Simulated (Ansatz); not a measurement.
Ideal-gas functions of ClF3Zr, SMILES `[F][Zr]([F])([F])[Cl]` at 800 K and 1 bar, from an Ansatz frequency run at PBE0-D4/def2-TZVP.

Molar mass 183.67 g/mol, point group C3v (symmetry number 3), electronic degeneracy 1, moments of inertia 179.451, 295.554, 295.558 u Å². Harmonic wavenumbers (cm⁻¹, unscaled): 130, 130, 170, 170, 170, 418, 683, 690, 690.

Use S(trans) = R[1.5 ln M + 2.5 ln T − 1.1517]; rotational temperatures θ = 24.2544 K / I; S(rot) = R[ln(√π/σ · √(T³/θAθBθC)) + 1.5]; for each mode x = 1.438777 ν̃/T, S = R[x/(eˣ − 1) − ln(1 − e⁻ˣ)] and H = RT x/(eˣ − 1); 1 cm⁻¹ = 0.0119627 kJ/mol; R = 8.31446 J/(mol·K).

Problem. By hand: the entropy, in J/(mol·K).

Solution. Translation 194.4. Rotation: θ = 0.1352, 0.0821, 0.0821 K, giving 120.6. Vibration, mode by mode: 20.42, 20.42, 18.20, 18.20, 18.20, 10.88, 7.11, 7.03, 7.03, in all 127.5. Electronic 0.0. Sum 442.5 J/(mol·K).

Problem. By hand: H − E and G − E in kJ/mol, counted from the electronic energy.

Solution. Zero-point energy ½ × 3251 × 0.0119627 = 19.4; thermal vibration 43.4; translation, rotation and pV give 4 RT = 26.6. H − E = 89.4 kJ/mol, and G − E = 89.4 − 800 × 442.5/1000 = -264.6 kJ/mol.

Vibration gives 29 % of the entropy, 40.8 J/(mol·K) of it from the modes under 150 cm⁻¹: soft modes count most, and the harmonic formula is weakest for them.
